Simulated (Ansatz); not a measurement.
Stepwise reaction of GeH₄ with hydrogen sulfide, as a gas-phase model of exchange steps in deposition or etching. ΔE in kJ/mol; ΔG adds harmonic PBE0-D4 terms to CCSD(T)/CBS, at 1 bar.

Gas-phase electronic energies from Ansatz, PBE0-D4/def2-TZVP geometries. CCSD(T)/CBS is the MP2 limit (def2-TZVPP, def2-QZVPP) plus CCSD(T) − MP2 in def2-TZVPP, frozen cores. This one scheme is used for every species. DFT in def2-TZVPP. B3LYP here is the variant with VWN-RPA as its local correlation; programs differ in this. For Ge outer-core shells are correlated without core-valence functions, which leaves a few kJ/mol of doubt a bond. Scalar relativity is left out up to krypton. One conformer a species, not always the lowest.

| step | reaction | PBE-D4 | B3LYP-D4 | ωB97M-V | CCSD(T)/CBS | ΔG(400 K) |
| --- | --- | --- | --- | --- | --- | --- |
| 1 | GeH₄ + H₂S → `[SH][GeH3]` + H₂ | -25.6 | -21.5 | -20.6 | -22.5 | -24.6 |
| 2 | `[SH][GeH3]` + H₂S → `[SH][GeH2][SH]` + H₂ | -35.0 | -29.9 | -27.2 | -29.6 | -24.4 |
| 4 | `[SH][GeH]([SH])[SH]` + H₂S → `[SH][Ge]([SH])([SH])[SH]` + H₂ | -42.1 | -38.4 | -33.5 | -36.0 | -26.7 |

**Question.** Give the row of step 3, `[SH][GeH2][SH]` + H₂S → `[SH][GeH]([SH])[SH]` + H₂. (Estimate.)

**Answer.** The calculation gave: 
```tsv
step	reaction	PBE-D4	B3LYP-D4	ωB97M-V	CCSD(T)/CBS	ΔG(400 K)
3	`[SH][GeH2][SH]` + H₂S → `[SH][GeH]([SH])[SH]` + H₂	-39.5	-35.7	-32.4	-34.8	-25.5
```

**Question.** By hand: ΔE of the 4 steps together at CCSD(T)/CBS.

**Answer.** (-22.5) + (-29.6) + (-34.8) + (-36.0) = -122.9 kJ/mol, or -30.7 kJ/mol a step.

In ΔE step 4 is the lowest and step 1 the highest. All are downhill at CCSD(T)/CBS. ΔG lies between -26.7 and -24.4 kJ/mol a step. PBE-D4 differs from CCSD(T)/CBS by -6.1 to -3.1 kJ/mol a step. Isolated molecules leave out the surface, adducts and barriers. Largest T1 diagnostic: 0.012.
